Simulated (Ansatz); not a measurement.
Species, as SMILES: Cl[Se]Cl.
Atoms: Se1, Cl2, Cl3. Bonds: Se1-Cl2, Se1-Cl3.

How fast the optimised Se1-Cl2 bond length converges with the basis for several methods (Ansatz, an electronic-structure program): deviation from each method's own reference, in Å. References: HF 2.1395 Å, the value in pcseg-3; MP2 2.1410 Å, the value in def2-QZVPP; PBE 2.1728 Å, the value in pcseg-3; PBE0 2.1447 Å, the value in pcseg-3. Cartesian d functions, on some or all atoms, in 6-311G**; all else is spherical. In correlated methods cores are frozen (with 3d on Ga to Br). No added dispersion term, no relativity. The reference of a correlated method is not its basis-set limit, which lies further on.

| basis | functions | HF | MP2 | PBE | PBE0 |
|---|---|---|---|---|---|
| def2-SVP | 68 | 0.0289 | 0.0369 | 0.0249 | ? |
| cc-pV(D+d)Z | 73 | 0.0175 | 0.0306 | 0.0172 | ? |
| 6-311G** | 98 | 0.0211 | 0.0337 | 0.0264 | ? |
| cc-pV(T+d)Z | 121 | 0.0026 | 0.0087 | 0.0019 | ? |
| def2-TZVP | 122 | 0.0032 | 0.0088 | 0.0026 | ? |
| def2-TZVPPD | 159 | 0.0014 | 0.0068 | 0.0007 | ? |
| aug-cc-pV(T+d)Z | 169 | 0.0029 | 0.0099 | 0.0025 | ? |
| cc-pV(Q+d)Z | 196 | 0.0002 | 0.0017 | 0.0003 | ? |

Task: Fill in the missing entries.

Result: 
- def2-SVP, PBE0: 0.0257
- cc-pV(D+d)Z, PBE0: 0.0167
- 6-311G**, PBE0: 0.0239
- cc-pV(T+d)Z, PBE0: 0.0020
- def2-TZVP, PBE0: 0.0026
- def2-TZVPPD, PBE0: 0.0009
- aug-cc-pV(T+d)Z, PBE0: 0.0026
- cc-pV(Q+d)Z, PBE0: 0.0003

Mean absolute deviation over 6-311G**, cc-pV(T+d)Z, def2-TZVP, def2-TZVPPD, aug-cc-pV(T+d)Z: HF 0.0062, PBE0 0.0064, PBE 0.0068, MP2 0.0136 Å.
